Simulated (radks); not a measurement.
Values are calculated unless marked as measured or tabulated.
Valence configurations of I2+ (all share [Kr]). Level of theory: Dirac Kohn-Sham, PBE, spin-unpolarised, spherical densities, point nucleus; open shells fill j = l - 1/2 first (a radial shooting solver on a logarithmic mesh with Libxc functionals). Energies are relative to 4d10 5s2 5p3; eigenvalues in eV.

valence           E (eV)  e(4d3/2)  e(4d5/2)  e(5p1/2)  e(5p3/2)  e(5s1/2)
4d10 5s2 5p3       0.000   -71.258   -69.538   -25.208   -23.923   -35.796
4d10 5s1.5 5p3.5   5.956   -71.973   -70.250   -25.560   -24.259   -36.209
4d10 5s1 5p4      11.949   -72.678   -70.953   -25.906   -24.589   -36.614
4d9.5 5s2 5p3.5   23.468   -74.836   -73.081   -26.179   -24.821   -37.067
4d10 5p5          24.048   -74.062   -72.332   -26.577   -25.229         -
4d9 5s2 5p4       48.262   -78.404   -76.614   -27.131   -25.698   -38.311
4d9 5s1 5p5       60.946   -79.753   -77.958   -27.786   -26.322   -39.077
4d9 5p6           73.769   -81.072   -79.272   -28.419   -26.925         -
4d8 5s2 5p5       101.84   -85.514   -83.653   -28.984   -27.403   -40.728
4d8 5s1 5p6       115.23   -86.803   -84.937   -29.604   -27.993   -41.450

NIST lists [Kr] 4d10 5s2 5p3 as the ground configuration; this level of theory agrees among the configurations tried. The energies are those of spherical spin-averaged densities, not of single terms.
